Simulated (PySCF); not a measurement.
SMILES c1(cccc(N)c1)C=C (GFN2-xTB optimised geometry):

```
18

C     -2.639    -1.919    -0.116
C     -1.330    -1.724    -0.004
C     -0.635    -0.442     0.000
C     -1.303     0.784     0.011
C     -0.586     1.965     0.015
C      0.796     1.957     0.009
C      1.486     0.745     0.000
N      2.865     0.721    -0.078
C      0.757    -0.442     0.000
H     -3.059    -2.910    -0.111
H     -3.342    -1.111    -0.219
H     -0.681    -2.587     0.086
H     -2.381     0.816     0.024
H     -1.110     2.910     0.027
H      1.350     2.885     0.012
H      3.313    -0.135     0.207
H      3.342     1.558     0.216
H      1.291    -1.383    -0.006
```

Computed with B3LYP/def2-SVP (PySCF).

### Question
What are the frontier orbital energies and the dipole moment?

### Answer
HOMO-2 -7.79 eV, HOMO-1 -6.26 eV, HOMO -5.49 eV, LUMO -0.82 eV, LUMO+1 0.29 eV; dipole moment 1.99 D.

Meta-Löwdin charges at B3LYP/def2-SVP: C1 -0.22, C2 -0.08, C3 0.02, C4 -0.14, C5 -0.09, C6 -0.16, C7 0.13, N8 -0.40, C9 -0.16, H10 0.10, H11 0.10, H12 0.09, H13 0.10, H14 0.10, H15 0.09, H16 0.21, H17 0.21, H18 0.09.
